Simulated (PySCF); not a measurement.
# Worked example: entropy of an ideal gas

GaF2Cl, SMILES [F][Ga]([Cl])[F].

Coordinates come from a ωB97X-D3(BJ)/def2-SVP optimisation.

ωB97X-D3(BJ)/def2-SVP (PySCF) gives the harmonic wavenumbers 151, 184, 193, 458, 723, 771 cm⁻¹ and the rotational temperatures 0.2904, 0.1378, 0.0935 K. The molar mass is 143.17 g/mol, the symmetry number 2, the spin multiplicity 1.

Q: Work out the entropy at 298.15 K and 1 atm in the rigid-rotor, harmonic-oscillator model.

A: 
Translation (Sackur–Tetrode at 1 atm): S = R[1.5 ln M + 2.5 ln T − 1.16487] = 170.7 J/(mol K).
Rotation: q = (√π/σ) T^1.5/√(θA θB θC) = 74600, S = R[ln q + 3/2] = 105.8 J/(mol K).
Vibration: with u = 1.4388 ν/T, each mode gives R[u/(e^u − 1) − ln(1 − e^−u)]:
```csv
ν (cm⁻¹),modes,u,S (J/(mol K))
151,1,0.73,11.13
184,1,0.89,9.57
193,1,0.93,9.20
458,1,2.21,3.23
723,1,3.49,1.17
771,1,3.72,0.97
```
These are all the modes. Sum 35.3 J/(mol K).
Spin: R ln 1 = 0.0 J/(mol K).
Total 311.7 J/(mol K); the program's own thermochemistry gives 311.7. Translation makes up 55 % and vibration 11 %. Anharmonicity, hindered rotation and orbital degeneracy are left out.
